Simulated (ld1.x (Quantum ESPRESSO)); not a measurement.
**Configuration tests for F (TM)**

```
Element                 : F (Z = 9)
Generator               : ld1.x (Quantum ESPRESSO) 7.5
Type                    : norm-conserving Troullier–Martins (Kleinman–Bylander form)
Functional              : BLYP
Relativity              : scalar-relativistic
Frozen core             : [He]
Valence charge          : 7
Reference configuration : 2s2 2p5
Partial waves           : 2s (bound): rc 0.60 bohr; 2p (bound): rc 1.35 bohr
Local potential         : the p channel
Core correction         : a·sin(br)/r model core inside 0.40 bohr
```

Energies are relative to the spin-unpolarised reference configuration 2s2 2p5; without spin polarisation the order of configurations can differ from experiment.

Task: Give the all-electron excitation energy and the error of the potential for: 2s2 2p4; 2s2 2p3; 2s2 2p2; 2s2 2p5.3; 2s1 2p6; 2s1 2p5; 2s2 2p4.5.

Result:

| valence configuration | charge | ΔE all-electron (eV) | error AE − PS (meV) |
| --- | --- | --- | --- |
| 2s2 2p4 | +1 | 19.400 | -10 |
| 2s2 2p3 | +2 | 57.810 | +48 |
| 2s2 2p2 | +3 | 118.507 | +467 |
| 2s2 2p5.3 | -0.3 | -2.673 | -1.0 |
| 2s1 2p6 | 0 | 18.685 | +19 |
| 2s1 2p5 | +1 | 38.359 | -68 |
| 2s2 2p4.5 | +0.5 | 7.548 | -4.0 |

Levels in the configuration 2s2 2p2:

| level | all-electron (eV) | pseudo (eV) |
| --- | --- | --- |
| 2s | -91.105 | -91.048 |
| 2p | -72.845 | -72.085 |
